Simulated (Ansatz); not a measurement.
Geometry optimisation, Ansatz, DFT PBE, scalar-relativistic, plane waves, PAW.

Input:

```yaml
crystal:
  lattice:
    - [0.0, 5.43, 5.43]
    - [5.43, 0.0, 5.43]
    - [5.43, 5.43, 0.0]
  atoms:
    - { symbol: Si, position: [0.0, 0.0, 0.0] }
    - { symbol: Si, position: [0.125, 0.125, 0.125] }
    - { symbol: Si, position: [0.0, 0.0, 0.5] }
    - { symbol: Si, position: [0.125, 0.125, 0.625] }
    - { symbol: Si, position: [0.0, 0.5, 0.0] }
    - { symbol: Si, position: [0.125, 0.625, 0.125] }
    - { symbol: Si, position: [0.0, 0.5, 0.5] }
    - { symbol: Si, position: [0.125, 0.625, 0.625] }
    - { symbol: Si, position: [0.5, 0.0, 0.0] }
    - { symbol: Si, position: [0.625, 0.125, 0.125] }
    - { symbol: Si, position: [0.5, 0.0, 0.5] }
    - { symbol: Si, position: [0.625, 0.125, 0.625] }
    - { symbol: Si, position: [0.5, 0.5, 0.0] }
    - { symbol: Si, position: [0.625, 0.625, 0.125] }
    - { symbol: Si, position: [0.5, 0.5, 0.5] }
    - { symbol: Si, position: [0.625, 0.625, 0.625] }
    - { symbol: Co, position: [0.3825121, 0.3766056, 0.8719676], spin: 1.0 }
magnetization:
  spin_polarized: true
basis:
  ecutwfc: 420.0
kpoints:
  mp_grid: { grid: [2, 2, 2] }
hamiltonian:
  xc: pbe
  pseudopotentials: { kind: paw, azcp: { folder: soft_1 } }
scf:
  occupations: { method: fermi_dirac, width: 0.05 }
  lower_state_search: "off"
relax:
  f_tol: 0.03
  max_steps: 60
  adjacent_minimum: "off"
```

Launched with:

```bash
$ ansatz run input.yaml --threads 2 --pin off --max-ram 5120MiB --backend cpu --events-out ev --progress --plain --runs-dir out
```

Problem. Where does it end, and by what steps?

Solution. The run converged. Limits of this set-up: coarse k mesh. After 3 steps the energy has fallen by 0.038 eV; Co17 moved furthest, 0.05 Å.

```tsv
step	energy less start (eV)	largest force component (eV/Å)	accepted
0	0.0000	0.399	yes
1	-0.0324	0.140	yes
2	-0.0366	0.074	yes
3	-0.0381	0.004	yes
```

```xyz
17
Lattice="0.0000 5.4300 5.4300 5.4300 0.0000 5.4300 5.4300 5.4300 0.0000" Properties=species:S:1:pos:R:3
Si -0.008 -0.007 0.010
Si 1.357 1.359 1.359
Si 2.723 2.724 0.010
Si 4.073 4.073 1.359
Si 2.727 -0.011 2.705
Si 4.072 1.360 4.076
Si 5.422 2.724 2.709
Si 6.786 4.073 4.075
Si -0.015 2.731 2.703
Si 1.358 4.074 4.075
Si 2.724 5.422 2.708
Si 4.072 6.788 4.075
Si 2.731 2.732 5.449
Si 4.071 4.075 6.793
Si 5.414 5.416 5.448
Si 6.788 6.789 6.790
Co 6.786 6.791 4.080
```

Time of the run: 33 s on 2 threads of Arm Neoverse V2, on a shared host, peak memory 0.73 GiB.
